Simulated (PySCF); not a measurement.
Molecule: SMILES C[SiH2][SiH2]O, CH₈OSi₂.

Geometry:
```csv
atom,x (Å),y (Å),z (Å)
C1,2.095,0.494,0.012
Si2,0.555,-0.402,-0.609
Si3,-1.411,0.659,0.125
O4,-2.786,-0.164,-0.360
H5,2.134,1.523,-0.379
H6,3.007,-0.029,-0.314
H7,2.103,0.545,1.112
H8,0.557,-0.471,-2.105
H9,0.547,-1.816,-0.105
H10,-1.529,2.025,-0.464
H11,-1.349,0.807,1.619
H12,-2.844,-1.086,-0.091
```

Geometry PBE0-D3(BJ)/def2-SVP throughout; GIAO in PySCF 2.14.0 with density-fitted response routines, gas phase, one conformer, non-relativistic; equivalent atoms averaged; basis pcSseg-2.

For orientation, BP86 gives these absolute shieldings σ: C1 191.8, Si3 341.9, Si2 400.6, O4 316.0, H10/H11 25.65, H8/H9 27.25, H12 31.65, H5/H6/H7 31.11 ppm.

A run gave: C1 195.6, Si3 373.6, Si2 430.5, O4 320.6, H10/H11 25.71, H8/H9 27.27, H12 31.54, H5/H6/H7 31.05 ppm (absolute shieldings σ).

Which functional was used in that run?
A. WP04
B. LC-wPBE
C. B97-2
D. wB97X-D
E. OPBE

Answers

E. H10/H11 tells them apart best: OPBE gives 25.71, wB97X-D gives 26.09, B97-2 gives 26.11, WP04 gives 27.05, LC-wPBE gives 26.13 ppm.
